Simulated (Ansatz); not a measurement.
`[F][SnH2][Br]` and `[F][SnH2][I]` differ in one atom or group.

Ansatz, PBE0-D4/def2-TZVP geometries, multiplicity 1. 

Elements past krypton have def2 core potentials. Scalar relativity is left out up to krypton.

| property | `[F][SnH2][Br]` |
| --- | --- |
| ideal-gas entropy at 298 K and 1 bar (rigid rotor, harmonic PBE0-D4/def2-TZVP) / J/(mol·K) | 321 |
| size of the dipole moment (ωB97M-V/def2-TZVPP) / D | 2.87 |
| LUMO energy (B3LYP/def2-TZVPP) / eV | -1.71 |
| HOMO–LUMO gap (B3LYP/def2-TZVPP) / eV | 6.64 |
| LUMO energy (PBE/def2-TZVPP) / eV | -2.30 |
| size of the dipole moment (PBE/def2-TZVPP) / D | 2.66 |

(1) What does the change do to each property? (Best estimate.)

## Answers

(1) Ansatz gave: 
```
                                                                                  property  `[F][SnH2][I]`  shift
ideal-gas entropy at 298 K and 1 bar (rigid rotor, harmonic PBE0-D4/def2-TZVP) / J/(mol·K)             329      8
                                        size of the dipole moment (ωB97M-V/def2-TZVPP) / D            2.62  -0.25
                                                       LUMO energy (B3LYP/def2-TZVPP) / eV           -1.98  -0.27
                                                     HOMO–LUMO gap (B3LYP/def2-TZVPP) / eV            5.71  -0.93
                                                         LUMO energy (PBE/def2-TZVPP) / eV           -2.53  -0.23
                                            size of the dipole moment (PBE/def2-TZVPP) / D            2.41  -0.25
```

With PBE0 the HOMO rises by 0.67 eV and the LUMO falls by 0.31 eV, so the gap narrows by about 0.98 eV. PBE moves the HOMO by 0.53 eV and ωB97M-V by 0.76 eV. Dipoles are sizes alone; their direction can turn.

B3LYP here is the variant with VWN-RPA as its local correlation; programs differ in this.

Spin–orbit coupling is left out; it splits and shifts lone-pair levels of the heavy atoms by tenths of an eV.
